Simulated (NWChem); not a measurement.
System: GaHBrCl; SMILES [Br][GaH][Cl]

Here is an NWChem input.

```
start job
memory heap 200 mb stack 900 mb global 1100 mb
geometry units angstroms noautoz
  Ga    -0.640076    -0.501655     0.000000
  H     -2.173381    -0.720165     0.000000
  Cl     0.724347    -2.149061     0.000000
  Br     0.308971     1.567126     0.000000
end
basis spherical
  * library 6-31g*
end
dft
  xc xtpss03 ctpss03
  iterations 150
  mulliken
end
task dft energy
```

All runs use the structure optimised with PBE0/def2-SVP.

Problem. What results follow from this input? (TPSS/6-31G* (spherical d).) Quantities: basis functions; energy (Ha); highest occupied level (eV); orbital gap (eV); dipole (D).

Solution. The number of basis functions comes out as 84 and the energy (Ha) is -4959.23. The highest occupied level (eV) is -7.45 and the orbital gap (eV) comes out as 4.95. The dipole (D) comes out as 1.57.
